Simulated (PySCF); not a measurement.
These 2 structures share the formula C3H10BNO2. Theory: PBE0-D3(BJ)/def2-SVP geometry optimisation, gas phase (PySCF). One conformer each; no zero-point energy, no entropy. No frequencies were run at this level. Point groups hold within 0.08 Å.

Question: Order them by energy at this level, lowest first, and give relative energies in kcal/mol.
A. `[BH3-:1][NH2+:2][CH2:3][O:4][C:5]([CH3:6])=[O:7]` with B1–N2–C3–O4 172°, N2–C3–O4–C5 70°, C3–O4–C5–C6 176°
B. `[CH3:1][O:2][B:3]([CH2:4][NH2:5])[O:6][CH3:7]` with C1–O2–B3–C4 4°, O2–B3–C4–N5 52°, B3–C4–N5–H 65° and -178°, O2–B3–O6–C7 2°

Answer: B (0.0), A (38.4).

As drawn, the lower has a B–O bond, which the higher lacks; the higher has a B–N bond, which the lower lacks.

```
              SMILES      E (Eh)  E rel (kcal/mol)  dipole (D)  point group     A, B, C (MHz)
           COB(CN)OC  -349.81439               0.0        0.65           C1  3532, 1892, 1324
[BH3-][NH2+]COC(C)=O  -349.75322              38.4        6.49           C1  7059, 1361, 1237
```

Q: How do the relative energies change in single points at CAM-B3LYP/pcSseg-1 (no added dispersion term) on the same geometries?

A: 
```csv
SMILES,PBE0-D3(BJ)/def2-SVP (kcal/mol),CAM-B3LYP/pcSseg-1 (kcal/mol),shift
COB(CN)OC,0.0,0.0,0.0
[BH3-][NH2+]COC(C)=O,38.4,41.2,+2.8
```

Each column counts from its own lowest isomer. The order is unchanged; the largest shift is 2.8 kcal/mol.
